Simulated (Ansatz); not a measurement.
AsH2 (SMILES [AsH2]), charge 0, multiplicity 2, relaxed at each level with Ansatz (a program for electronic structure); harmonic frequencies from differences of analytic forces, average atomic masses, frozen cores. Open shells are unrestricted.

```json
[
 {"level": "PBE/def2-TZVPP", "harmonic frequencies (cm⁻¹)": "965 2106 2118", "ZPE (eV)": "0.322", "cost over PBE/def2-TZVPP (rough)": "×1"},
 {"level": "r2SCAN/def2-TZVPP", "harmonic frequencies (cm⁻¹)": "1006 2181 2192", "ZPE (eV)": "0.333", "cost over PBE/def2-TZVPP (rough)": "×1"},
 {"level": "PBE0/def2-TZVPP", "harmonic frequencies (cm⁻¹)": "1002 2192 2203", "ZPE (eV)": "0.335", "cost over PBE/def2-TZVPP (rough)": "×0.9"},
 {"level": "wB97X-V/def2-TZVPP", "harmonic frequencies (cm⁻¹)": "1025 2237 2244", "ZPE (eV)": "0.341", "cost over PBE/def2-TZVPP (rough)": "×3"},
 {"level": "CCSD(T)/cc-pVDZ", "harmonic frequencies (cm⁻¹)": "1020 2188 2197", "ZPE (eV)": "0.335", "cost over PBE/def2-TZVPP (rough)": "×1"},
 {"level": "CCSD(T)/cc-pVTZ", "harmonic frequencies (cm⁻¹)": "1005 2184 2192", "ZPE (eV)": "0.334", "cost over PBE/def2-TZVPP (rough)": "×5"}
]
```

Measured: fundamentals as far as tabulated 2097, 984 cm⁻¹ [NIST CCCBDB]. Measured modes stand in the spectroscopists' order.
